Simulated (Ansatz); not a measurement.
Abstraction of Cl: SnCl4 + GaHCl → SnCl3 + GaHCl2

Species: SnCl4 (tin tetrachloride) `[Cl][Sn]([Cl])([Cl])[Cl]`, singlet; GaHCl `[Cl][GaH]`, doublet; SnCl3 `[Cl][Sn]([Cl])[Cl]`, doublet; GaHCl2 `[Cl][GaH][Cl]`, singlet. A radical takes Cl: the energy is the difference in strength between the Sn–Cl bond broken and the Ga–Cl bond made.

Shapes, held fixed at every level: PBE0-D4/def2-TZVP. Programs: Ansatz 0.2.0. Electronic energies: no zero-point or thermal term.

```csv
level,kind,ΔE (kJ/mol),less CCSD(T)/def2-TZVPP,CPU time (sum over the molecules)
MP2/def2-SVP,perturbation theory,-89.3,-1.8,–
MP2/def2-TZVPP,perturbation theory,-85.3,+2.2,–
BHLYP-D4/def2-TZVPP,global hybrid,-87.3,+0.2,56 s
r2SCAN0-D4/def2-TZVPP,global hybrid,-89.4,-1.9,81 s
wB97M-V/def2-TZVPP,range-separated hybrid,-85.2,+2.3,2.4 min
wB97X-V/def2-TZVPP,range-separated hybrid,-86.3,+1.2,1.7 min
B2PLYP/def2-TZVPP,double hybrid,-92.6,-5.1,70 s
CCSD(T)/def2-TZVPP,coupled cluster or CI,-87.5,0.0,4.5 min
```

The highest level, CCSD(T)/def2-TZVPP, gives ΔE = -87.5 kJ/mol; the levels span -92.6 to -85.2. The column of differences is taken from that level and isn't an error. No measured value is set beside it here. Open shells run unrestricted. For atoms past krypton def2 sets carry core potentials with scalar relativity. Relativity is left out for Ga. Outer-core shells of Ga, Sn are correlated, in sets that cover them unevenly. Times are processor times on shared x86 and Arm servers, and rough.
